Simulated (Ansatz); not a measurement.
Correlation energies of C2H5AlF2, SMILES `C[CH2][Al]([F])[F]` by basis set

```xyz
10

C    -0.652   -0.992    0.606
C    -0.465    0.444    0.117
Al    1.184    0.812   -0.831
F     2.336   -0.339   -1.063
F     1.509    2.301   -1.449
H    -1.602   -1.115    1.132
H     0.143   -1.293    1.291
H    -0.642   -1.706   -0.221
H    -1.291    0.740   -0.541
H    -0.519    1.148    0.957
```

Charge 0, multiplicity 1. The geometry is a stationary point of PBE0-D4/def2-TZVP. It is one conformer, not always the lowest. Frozen core, restricted reference, Ansatz. CBS rows extrapolate triple and quadruple zeta; past MP2 they add the triple-zeta difference.

| basis | HF (Eh) | MP2 corr. |
| --- | --- | --- |
| def2-SVP | -519.30764 | -0.72112 |
| def2-TZVPP | -519.73870 | -0.92993 |
| def2-QZVPP | -519.75998 | -1.00753 |

**Question.** Estimate the CCSD correlation energy and the (T) correction in each basis where they were run (hartree).

**Answer.** 
```tsv
basis	CCSD corr.	(T)
def2-SVP	-0.75681	-0.01515
def2-TZVPP	-0.95654	-0.03057
CBS(def2)	-1.09161	as TZ
```
